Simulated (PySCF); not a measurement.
## SiOBr₂: from structure and modes to constants

These are results of PBE0/[Si def2-TZVP, O def2-TZVP, Br def2-TZVP], no relativity, density fitting, PySCF, not measurements.

The singlet minimum has C2v symmetry. Masses (u): Si 27.97693, O 15.99492, Br 78.91834.

```xyz
4
charge 0 multiplicity 1, angstrom
Si    0.0000    0.0000    0.8587
O     0.0000    0.0000    2.3672
Br    1.7749    0.0000   -0.3921
Br   -1.7749    0.0000   -0.3921
```

Harmonic wavenumbers (cm⁻¹): 128.0 (a1, ×1), 229.2 (b2, ×1), 263.1 (b1, ×1), 364.8 (a1, ×1), 529.8 (b2, ×1), 1271.6 (a1, ×1).

Find the principal moments of inertia and the rotational constants. What kind of rotor is it?

About the centre of mass I = 134.52, 497.23, 631.76 u Å². With B = 16.8576/I this gives 0.1253, 0.0339, 0.02668 cm⁻¹. The molecule is an asymmetric top with κ = -0.85.

What is the harmonic zero-point energy?

Half the sum of all 6 wavenumbers, 2787/2 = 1393 cm⁻¹, which is 16.7 kJ/mol (1 cm⁻¹ = 0.0119627 kJ/mol).

Find the vibrational entropy and heat capacity at 298.15 K.

With u = 1.43878 ω/T, each mode gives S = R[u/(eᵘ−1) − ln(1−e⁻ᵘ)] and C = R u² eᵘ/(eᵘ−1)².
| ω (cm⁻¹) | u | S (J/(mol K)) | C (J/(mol K)) |
| --- | --- | --- | --- |
| 128.0 | 0.618 | 12.45 | 8.05 |
| 229.2 | 1.106 | 7.89 | 7.52 |
| 263.1 | 1.270 | 6.87 | 7.28 |
| 364.8 | 1.761 | 4.61 | 6.46 |
| 529.8 | 2.557 | 2.46 | 4.95 |
| 1271.6 | 6.136 | 0.13 | 0.68 |
The sums over all modes are S = 34.4 and C = 35.0 J/(mol K); the softest mode gives 36 % of the entropy.

Other isomers or separated fragments may lie lower.
